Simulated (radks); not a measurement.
Results of a calculation; reference values are marked as such.
Question: Successive ionisation energies (eV) of one element, from differences of total energies of ions in their ground configurations, starting at charge 0: 19.400, 38.409, 60.697, 85.915, 113.76, 157.63, 184.32, 966.21, 1090.4. Code: a radial shooting solver on a logarithmic mesh with Libxc functionals. Model: Dirac Kohn-Sham, BLYP, spin-unpolarised, spherical densities, point nucleus; open shells are shared between the two j in proportion to 2j + 1. Which element is it?

Answer: Fluorine (Z = 9). The first species listed is F in [He] 2s2 2p5, the last F8+ in 1s1.
